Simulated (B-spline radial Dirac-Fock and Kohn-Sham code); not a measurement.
## Auger parameter of cadmium: the L3 level and its strongest L3-MM line

Calculated with a B-spline atomic structure program, using ΔSCF Dirac-Fock with Breit, self-energy and vacuum polarisation, finite nucleus, configuration average. The modified Auger parameter α′ is the binding energy plus the kinetic energy of the Auger electron; it does not depend on the energy zero. For free ions it tends to fall with charge, since less charge screens the final holes.

| species | configuration | binding 2p3/2 (eV) | Auger line | kinetic (eV) | α′ (eV) |
| --- | --- | --- | --- | --- | --- |
| Cd | [Kr] 4d10 5s2 | 3546.0 | M4M5 J=4 | 2671.8 | 6217.8 |
| Cd⁺ | [Kr] 4d10 5s1 | 3555.4 | M4M5 J=4 | 2660.8 | 6216.2 |
| Cd⁺ (Watson 2.7 Å) | [Kr] 4d10 5s1 | 3550.1 | M4M5 J=4 | 2666.1 | 6216.2 |
| Cd²⁺ | [Kr] 4d10 | 3566.1 | M4M5 J=4 | 2648.8 | 6214.9 |
| Cd²⁺ (Watson 2.4 Å) | [Kr] 4d10 | 3554.1 | M4M5 J=4 | 2660.8 | 6214.9 |
| Cd²⁺ (Watson 2.7 Å) | [Kr] 4d10 | 3555.4 | M4M5 J=4 | 2659.4 | 6214.9 |
